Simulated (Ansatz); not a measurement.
Geometry optimisation, Ansatz 0.2.0, RKS PBE0-D4/def2-SVP.

Input file:

```yaml
crystal:
  periodic: [false, false, false]
  atoms:
    - { symbol: Ga, position_ang: [-1.847859, -0.325573, -0.885135] }
    - { symbol: Si, position_ang: [1.344658, 0.652166, 0.536078] }
    - { symbol: "N", position_ang: [-1.009537, -1.584351, -0.109726] }
    - { symbol: H, position_ang: [1.01674, -0.749499, 0.682336] }
    - { symbol: H, position_ang: [-2.353178, 0.987928, -1.493163] }
    - { symbol: H, position_ang: [2.522633, 0.891672, -0.353142] }
    - { symbol: H, position_ang: [0.151593, 1.302786, -0.117758] }
    - { symbol: H, position_ang: [1.580676, 1.352065, 1.836439] }
    - { symbol: H, position_ang: [-1.405826, -2.527095, -0.095929] }
basis:
  gaussian: { orbitals: def2-SVP }
hamiltonian:
  xc: pbe0
  dispersion: d4
relax:
  f_tol: 0.03
  max_steps: 50
```

Command:

```bash
$ ansatz run input.yaml --threads 2 --pin off --max-ram 3072MiB --backend cpu --events-out ev --progress --plain --runs-dir out
```

Problem. Where does it end, and by what steps?

Solution. The forces met the threshold. The force dipped under the threshold on the way, but the program's further checks kept it going. After 9 steps the energy has fallen by 0.087 eV; H4 moved furthest, 0.48 Å.

| step | energy less start (eV) | largest force component (eV/Å) | accepted |
| --- | --- | --- | --- |
| 0 | 0.0000 | 0.784 | yes |
| 1 | -0.0595 | 0.237 | yes |
| 2 | -0.0727 | 0.392 | yes |
| 3 | -0.0808 | 0.166 | yes |
| 4 | -0.0840 | 0.069 | yes |
| 5 | -0.0847 | 0.133 | yes |
| 6 | -0.0852 | 0.074 | yes |
| 7 | -0.0850 | 0.183 | no |
| 8 | -0.0862 | 0.026 | yes |
| 9 | -0.0866 | 0.011 | yes |

```xyz
9
Properties=species:S:1:pos:R:3
Ga -1.801 -0.273 -0.847
Si 1.378 0.661 0.550
N -1.122 -1.684 -0.179
H 1.408 -0.766 0.958
H -2.249 1.093 -1.387
H 2.465 0.977 -0.425
H 0.072 0.981 -0.127
H 1.492 1.571 1.728
H -1.642 -2.559 -0.271
```

Time of the run: 20 s on 2 threads of Intel(R) Xeon(R) Platinum 8488C (Sapphire Rapids) (shared host), peak memory 0.21 GiB.
